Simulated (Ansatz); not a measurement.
The inner images of a band of ClFH2O2Zr + ClH (9 atoms, charge 0, multiplicity 1) are given out of order.

Method: RKS PBE0/def2-SVP (Ansatz 0.2.0).

First end point:

```xyz
9
Properties=species:S:1:pos:R:3
Zr -0.088 -0.220 -0.007
F 0.227 0.060 1.883
Cl 1.955 -0.411 -1.187
O -1.142 1.193 -0.703
H -1.644 1.928 -1.055
O -1.020 -1.863 -0.178
H -1.572 -2.619 -0.378
Cl 1.509 2.839 1.735
H 1.043 1.719 2.196
```

Last end point:

```xyz
9
Properties=species:S:1:pos:R:3
Zr 0.285 0.226 -0.138
F -0.749 0.791 2.015
Cl 1.697 -0.152 -1.992
O -1.011 1.421 -0.828
H -1.766 1.904 -1.166
O -0.374 -1.506 0.254
H -0.853 -2.320 0.409
Cl 1.940 1.167 1.425
H 0.098 1.095 2.330
```

**Question.** Put them in order from the first end to the last, with their energies above the first end.
A.
```xyz
9
Properties=species:S:1:pos:R:3
Zr 0.181 0.257 -0.035
F -0.249 0.256 2.241
Cl 1.860 -0.199 -1.630
O -1.094 1.414 -0.806
H -1.786 1.811 -1.336
O -0.638 -1.453 0.070
H -1.078 -2.296 0.184
Cl 1.639 1.870 1.279
H 0.431 0.967 2.341
```
B.
```xyz
9
Properties=species:S:1:pos:R:3
Zr -0.059 -0.104 0.076
F 0.092 0.027 2.011
Cl 1.989 -0.337 -1.100
O -1.160 1.259 -0.655
H -1.734 1.894 -1.083
O -0.951 -1.755 -0.169
H -1.452 -2.541 -0.387
Cl 1.517 2.532 1.398
H 1.026 1.652 2.217
```
C.
```xyz
9
Properties=species:S:1:pos:R:3
Zr -0.014 0.038 0.079
F -0.034 0.073 2.055
Cl 1.960 -0.261 -1.216
O -1.144 1.349 -0.704
H -1.785 1.828 -1.230
O -0.874 -1.630 -0.122
H -1.291 -2.490 -0.142
Cl 1.543 2.272 1.389
H 0.907 1.447 2.197
```
D.
```xyz
9
Properties=species:S:1:pos:R:3
Zr 0.239 0.253 -0.085
F -0.534 0.483 2.172
Cl 1.754 -0.158 -1.849
O -1.050 1.439 -0.796
H -1.755 1.848 -1.299
O -0.501 -1.477 0.157
H -0.980 -2.293 0.302
Cl 1.839 1.531 1.333
H 0.254 1.001 2.372
```
E.
```xyz
9
Properties=species:S:1:pos:R:3
Zr 0.077 0.170 0.055
F -0.048 0.170 2.165
Cl 1.926 -0.209 -1.373
O -1.139 1.366 -0.756
H -1.805 1.815 -1.277
O -0.755 -1.527 -0.011
H -1.174 -2.387 -0.028
Cl 1.504 2.094 1.368
H 0.681 1.133 2.163
```

**Answer.** B (+0.008 eV), C (+0.070 eV), E (+0.212 eV), A (+0.085 eV), D (0.000 eV).

Run time: 6.3 min on 4 threads of Arm Neoverse V1 (shared host), peak memory 0.33 GiB.
